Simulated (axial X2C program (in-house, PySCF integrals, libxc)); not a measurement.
Levels of GaS by electron attachment to GaS⁺ (EOM-EA-CCSD)

Calculated with an axial X2C code built on PySCF integrals: two-component X2C with atomic mean-field Coulomb and Gaunt terms, Gaussian nuclei, basis Ga dyall-acv3z, S dyall-av3z with contracted cores.

R = 2.074 Å (near the PBE0 minimum at charge 0 of the determinant lowest at the starting distance; the state shown can have its own minimum elsewhere).

Hartree–Fock spinors of GaS⁺ (one of each Kramers pair; a window near the gap, which can cut inner shells):

```tsv
ω	occupied	ε (eV)	character
1/2	yes	-30.89	67% S s, 10% Ga p, 10% Ga s
1/2	yes	-19.53	44% Ga s, 39% S p, 8% S s
1/2	yes	-16.47	77% S p, 11% Ga p, 6% Ga d
3/2	yes	-16.41	77% S p, 11% Ga p, 6% Ga d
1/2	no	-8.84	40% Ga p, 34% S p, 19% Ga s
1/2	no	-4.89	65% Ga p, 12% S d, 12% Ga d
3/2	no	-4.82	65% Ga p, 12% Ga d, 12% S d
1/2	no	-2.70	53% Ga s, 37% Ga p, 4% S p
1/2	no	-2.40	32% Ga s, 28% Ga p, 25% Ga d
1/2	no	-1.83	88% Ga p, 8% S p, 3% S d
```

Levels of GaS obtained by attaching an electron to GaS⁺:

| Ω | binding energy (eV) | above lowest (cm⁻¹) | attached spinor | one-particle weight |
| --- | --- | --- | --- | --- |
| 1/2 | 9.512 | 0 | 39% Ga pσ, 36% S pσ, 19% Ga sσ | 0.95 |
| 1/2 | 5.541 | 32026 | 66% Ga pπ, 12% S dπ, 11% Ga dπ | 0.84 |
| 3/2 | 5.472 | 32586 | 66% Ga pπ, 12% S dπ, 11% Ga dπ | 0.89 |

(1) Take the first Ω = 1/2 and Ω = 3/2 rows of π character: how far apart are they, and which lies lower?

This point took 26 s on 1 thread of Arm Neoverse V2 (shared host).

Reference electrons by ω block (each with its −ω partner): 1/2: 16, 3/2: 6, 5/2: 1. 18 electrons of GaS⁺ correlated (inner shells frozen), 84 natural virtual spinors (a truncated set); levels can be off by some tenths of an eV. Roots sought by Ω: (1/2: 5, 3/2: 4, 5/2: 2, 7/2: 1); the list ends where they run out and leaves out roots under 60 % one-particle weight. The solver can skip a root, and states that need a further excitation, which the method places far too high, are missing though they may lie low or lowest. T1 of the reference 0.026 (Lee–Taylor). The reference was not checked to be the lowest state of its species. Number of frozen shells: Ga 3 s, 2 p; S 2 s, 1 p. Large amplitudes in the reference (orbital relaxation or multireference character) lower the reliability.

## Answers

(1) E(3/2) − E(1/2) = 32586 − 32026 = 560 cm⁻¹ at EOM-EA-CCSD: regular, Ω = 1/2 lower. Splittings at this level can be off by ten to twenty per cent.
